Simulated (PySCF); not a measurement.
**Computed data sheet: `Cl[Si]c1ccccc1` [triplet]**

Compound: C6H5ClSi (triplet state).
Numbering: `[Cl:1][Si:2][c:3]1[cH:4][cH:5][cH:6][cH:7][cH:8]1` (hydrogens: H9 on C4; H10 on C5; H11 on C6; H12 on C7; H13 on C8)

From PBE0-D3(BJ)/def2-SVP geometry optimisation, gas phase (PySCF):

| Item | Value |
| --- | --- |
| Point group | Cs |
| Rotational constants A, B, C | 4.091, 0.771, 0.649 GHz |
| Dipole moment | 1.65 D |

**UKS B3LYP, IGLO-III on C Cl Si, pcH-1 on H, non-relativistic, mean-field spin-orbit, GIAO (PySCF)**

| Item | Value |
| --- | --- |
| Isotropic g value | 2.00312 |
| Principal g values | 2.00067, 2.00422, 2.00449 |
| Spin squared ⟨S²⟩ | 2.008 |
| Largest Mulliken spin population | 1.64 on Si2 |
| Largest isotropic hyperfine couplings (means over sets of like nuclei) | 29Si -529.8 (Si2), 13C +50.5 (C3), 35Cl +14.8 (Cl1), 13C +6.9 (C4/C8), 13C +5.5 (C6) MHz |

Monoisotopic mass from the formula: 139.9849 u.

⟨S²⟩ is 0.008 above the pure-spin value S(S + 1) = 2.00. The rotational constants make it an asymmetric top with κ = (2B − A − C)/(A − C) = -0.93, nearer the prolate limit (−1). In atomic units the dipole is 0.65 e·bohr (1 au = 2.5417 D). g_iso is shifted by about +800 ppm from the free-electron value 2.002319; the principal values span 0.0038.

This triplet need not be the ground state; the singlet was not compared here. Couplings of like nuclei are plain means over topologically equivalent atoms, as if these changed places fast (by rotation of a methyl-like group, say); in this geometry the members of some sets differ.

For the EPR job (B3LYP), on one thread, x86-64 server, shared host, this took 2.7 min.

The values belong to the conformer `[Cl:1][Si:2][c:3]1[cH:4][cH:5][cH:6][cH:7][cH:8]1`: Cl1–Si2–C3–C4 179°.
